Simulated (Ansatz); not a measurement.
System: C$_{3}$HO$_{2}$ (charge +1, singlet). It need not be the lowest isomer of its formula. 
Structure (B3LYP-D3(BJ)/def2-TZVP (Ansatz, an electronic-structure program) minimum search):
SMILES: O=C=C=C=[OH+]
```xyz
6

O     -2.2950    -0.3845     0.5204
C     -1.1192    -0.1344     0.2236
C      0.0692     0.0105    -0.0150
C      1.3476     0.1745    -0.2764
O      2.4456     0.3150    -0.5007
H     -2.9903     0.2526     0.2495
```
Charge +1, spin multiplicity 1.

Basis-set convergence of Hartree-Fock and MP2 correlation energies (hartree) with Ansatz. Valence correlation only, unless marked. No spin-orbit coupling. No relativistic terms.

| basis | functions | E(HF) | E(corr, MP2) |
|---|---|---|---|
| cc-pVDZ | - | -263.56237 | -0.72663 |
| cc-pVTZ | 164 | -263.63765 | -0.89163 |
| cc-pVQZ | 305 | -263.65625 | -0.95294 |

Extrapolating the two largest sets (X = 3 and 4) as X^-3: E(corr) = (64·(-0.95294) - 27·(-0.89163))/37 = -0.9977 Eh, an estimate of the basis-set limit. The largest set recovers 95.5 % of it, the smallest 72.8 %.
